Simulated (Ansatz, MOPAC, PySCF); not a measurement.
Noncovalent pair: CH4O (SMILES CO) (first 6 atoms) with CH6Si (SMILES C[SiH3]); geometry from B3LYP-D3(BJ)/def2-TZVP, rigid monomers moved along the line of their centres of mass till O2···Si8 is 3.00 Å.
(charge 0, multiplicity 1):
```xyz
14

C      0.3369    -0.2705    -0.2764
O      0.5299     0.7842     0.6579
H     -0.2144    -1.1086     0.1618
H      1.3268    -0.6210    -0.5648
H     -0.1859     0.0709    -1.1759
H     -0.3309     1.1081     0.9428
C      1.3369     0.3862     3.6621
Si    -0.3828    -0.2659     3.3198
H      1.8051     0.6925     2.7263
H      1.9567    -0.3815     4.1292
H      1.3023     1.2462     4.3334
H     -1.2361     0.7766     2.6894
H     -1.0567    -0.6789     4.5768
H     -0.3514    -1.4392     2.4140
```

Counterpoise-corrected where a basis set is named; no monomer relaxation. Rows marked so take none.

Correlated levels freeze the cores. Rows in 3-21G, 6-311+G**, 6-31G* carry no dispersion term and start afresh at each structure (6-31G* with six Cartesian d functions). The state reached by AM1, PM6 isn't checked.

The values were computed with Ansatz (Gaussian basis) for Hartree–Fock, density functionals and correlated methods; MOPAC for AM1, PM6 (differences of heats of formation); PySCF for 3-21G rows, 6-311+G** rows, 6-31G* rows, the dispersion terms. 

Other levels give for the interaction energy: PBE/def2-TZVPPD -6.0; B3LYP/def2-TZVPPD 59.2; B3LYP-D3(BJ)/def2-TZVPPD -71.4; wB97M-V/def2-TZVPPD -78.0; CCSD(T)/aug-cc-pV(D+d)Z -23.2 meV.

Q: What do these common cheap choices give for the same quantity: AM1, PM6, HF/6-31G*, B3LYP/3-21G (no counterpoise), B3LYP/6-31G*, B3LYP/6-31G* (no counterpoise), B3LYP/6-311+G** (no counterpoise), M06-2X/6-31G* (no counterpoise)?

A: AM1 207.3; PM6 62.2; HF/6-31G* 144.0; B3LYP/3-21G (no counterpoise) -313.8; B3LYP/6-31G* 81.5; B3LYP/6-31G* (no counterpoise) -51.0; B3LYP/6-311+G** (no counterpoise) 43.0; M06-2X/6-31G* (no counterpoise) -184.3 meV. They span -313.8 to 207.3 meV.

Ansatz is a program for electronic structure.
